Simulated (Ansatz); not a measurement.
`CC(C)[O][Mg][OH]`, charge 0, multiplicity 1.

Question: Give a relaxed structure at PBE0-D4/def2-TZVP (Ansatz). (Estimate.)

Answer: Ansatz gave: 
Cartesian coordinates in Å:
```
C -0.985 0.296 -1.439
C 0.036 -0.515 -0.655
C -0.631 -1.653 0.103
O 0.745 0.297 0.209
Mg 1.438 1.365 1.426
O 2.116 2.396 2.688
H -1.718 0.737 -0.756
H -0.490 1.105 -1.981
H -1.520 -0.326 -2.162
H 0.736 -0.963 -1.381
H -1.357 -1.252 0.818
H -1.156 -2.332 -0.574
H 0.114 -2.228 0.657
H 2.673 3.072 3.050
```
This is one stationary point; other conformers may exist.
